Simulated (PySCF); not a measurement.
A side-by-side comparison of computed properties.

First species: C₅H₁₂N₂OSi₂.
SMILES: `CC(=O)N[SiH2]C[SiH2]CC#N`

Second species: C6H14OSi2.
SMILES with atom numbers: `[CH2:1]=[C:2]([CH3:3])[C@@H:4]1[CH2:5][SiH2:6][C@H:7]1[O:8][SiH3:9]` (hydrogens: H10, H11 on C1; H12, H13, H14 on C3; H15 on C4; H16, H17 on C5; H18, H19 on Si6; H20 on C7; H21, H22, H23 on Si9)

Levels: PBE0/pcSseg-1 for HOMO energy, LUMO energy and HOMO–LUMO gap. Geometries: GFN2-xTB. Each species is one conformer at its optimised geometry, gas phase, non-relativistic unless stated. Electronic properties by PySCF.

The conformers computed, where there is a choice (atom-mapped SMILES and torsion angles):
- `[CH2:1]=[C:2]([CH3:3])[C@@H:4]1[CH2:5][SiH2:6][C@H:7]1[O:8][SiH3:9]`: C1–C2–C4–C5 58°, Si6–C7–O8–Si9 179°

The conformers of `CC(=O)N[SiH2]C[SiH2]CC#N` aren't listed.

Values for the first species:

```
HOMO energy   : -7.63 eV
LUMO energy   : 0.09 eV
HOMO–LUMO gap : 7.72 eV
```

Estimate the same properties for the second species, and the change in each.

| property | first | second | second less first |
| --- | --- | --- | --- |
| HOMO energy | -7.63 eV | -6.91 eV | +0.72 eV |
| LUMO energy | 0.09 eV | -0.13 eV | -0.22 eV |
| HOMO–LUMO gap | 7.72 eV | 6.78 eV | -0.94 eV |

